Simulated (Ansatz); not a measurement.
GaH, closed-shell singlet (the spin of the measured ground state), most abundant isotopes (1.0078 and 68.9256 u). Constants from fifth-degree fits in 1/R to seven points on the lowest solution found; no spin–orbit coupling, no relativity up to Kr; ω_e x_e and α_e move by some per cent with the fit.

Correlated levels freeze the inner cores; with def2 sets outer-core shells near the valence are correlated too.

Run with Ansatz (a quantum-chemistry and plane-wave program). Values without a source in brackets are computed.

Total energies (hartree; each atom in its lowest state at that level) and vibrational constants (cm⁻¹):

```json
[
 {"level": "PBE/def2-TZVPP", "E(GaH) at r_e": "-1925.121071", "E(H)": "-0.499616", "E(Ga)": "-1924.515154", "ω_e": "1525", "ω_e x_e": "24"},
 {"level": "B3LYP/def2-TZVPP", "E(GaH) at r_e": "-1925.473106", "E(H)": "-0.502154", "E(Ga)": "-1924.861111", "ω_e": "1563", "ω_e x_e": "25"},
 {"level": "wB97M-V/def2-TZVPP", "E(GaH) at r_e": "-1925.308799", "E(H)": "-0.494111", "E(Ga)": "-1924.704503", "ω_e": "1620", "ω_e x_e": "25"},
 {"level": "CCSD(T)/def2-QZVPP", "E(GaH) at r_e": "-1924.292142", "E(H)": "-0.499983", "E(Ga)": "-1923.681277", "ω_e": "1620", "ω_e x_e": "27"}
]
```

### Question
Work out D_e and D₀ in eV.

### Answer

D_e = E(H) + E(Ga) − E(molecule), times 27.2114 eV; D₀ = D_e − (ω_e/2 − ω_e x_e/4)/8065.54.
- PBE/def2-TZVPP: D_e = 2.893, zero point 0.094, D₀ = 2.799 eV
- B3LYP/def2-TZVPP: D_e = 2.989, zero point 0.096, D₀ = 2.893 eV
- wB97M-V/def2-TZVPP: D_e = 2.998, zero point 0.100, D₀ = 2.899 eV
- CCSD(T)/def2-QZVPP: D_e = 3.017, zero point 0.100, D₀ = 2.918 eV
No counterpoise correction is made.
